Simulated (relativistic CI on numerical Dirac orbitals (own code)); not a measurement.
## Sensitivity of the levels of Lu⁴⁹⁺ to α and to the nuclear radius

These numbers are calculated, not measured: Dirac-Coulomb-Breit CI, KLI orbitals optimised for each configuration, derivatives by finite differences, unscaled Slater integrals, QED left out (own radial code, finite nucleus).

Configuration list (outside the closed core [Ne] 3s2): 3p6.3d4, 3p5.3d5, 3p6.3d3.4p, 3p6.3d2.4s.4p, 3p6.3d2.4s2, 3p6.3d.4s2.4p. Double excitations out of closed p, d and f shells are left out; levels of such configurations are missing from the list, as are those of other unlisted configurations, and high levels can miss mixing partners.

With x = (α/α₀)² − 1 an excitation energy changes as ω = ω₀ + qx; K = 2q/ω₀ is the relative enhancement. Terms are leading LS components, so labels can repeat. The field-shift factor is F = δν/δ⟨r²⟩ for the transition from the lowest level.

Lowest level 3p6.3d4 3P_0.

```csv
Level,ω₀ (cm⁻¹),q (cm⁻¹),K,F (GHz/fm²)
3p6.3d4 5D_1,407467,484800,2.38,10
3p6.3d4 3F_4,501658,472900,1.89,10.3
3p6.3d4 5D_2,523314,510000,1.95,11
3p6.3d4 3F_3,551404,500300,1.81,11
3p6.3d4 5D_0,888773,964600,2.17,20.3
3p6.3d4 5D_2,895175,937300,2.09,19.9
3p6.3d4 3H_4,906524,960700,2.12,20.3
3p6.3d4 5D_3,924618,962300,2.08,20.4
3p6.3d4 3H_5,951805,947900,1.99,20.4
3p6.3d4 1I_6,972621,942300,1.94,20.4
3p6.3d4 3P_1,995974,975500,1.96,21
3p6.3d4 3G_4,1023408,957300,1.87,20.9
3p6.3d4 3F_3,1024016,946600,1.85,20.7
3p6.3d4 3D_2,1040730,963300,1.85,21
3p6.3d4 3F_2,1140861,972400,1.7,21.6
3p6.3d4 3F_4,1180036,979300,1.66,22
3p6.3d4 1D_2,1281383,998900,1.56,22.7
3p6.3d4 5D_4,1392824,1.422e+06,2.04,30.3
3p6.3d4 3P_0,1396036,1.085e+06,1.55,24.7
3p6.3d4 3F_3,1404504,1.433e+06,2.04,30.5
3p6.3d4 3G_5,1447086,1.436e+06,1.98,30.9
3p6.3d4 3D_1,1448413,1.435e+06,1.98,30.7
3p6.3d4 3H_6,1449009,1.428e+06,1.97,30.8
```

At this charge energies of transitions that change n are usually good to better than 1 %, and those within a shell (Δn = 0) to a few per cent.
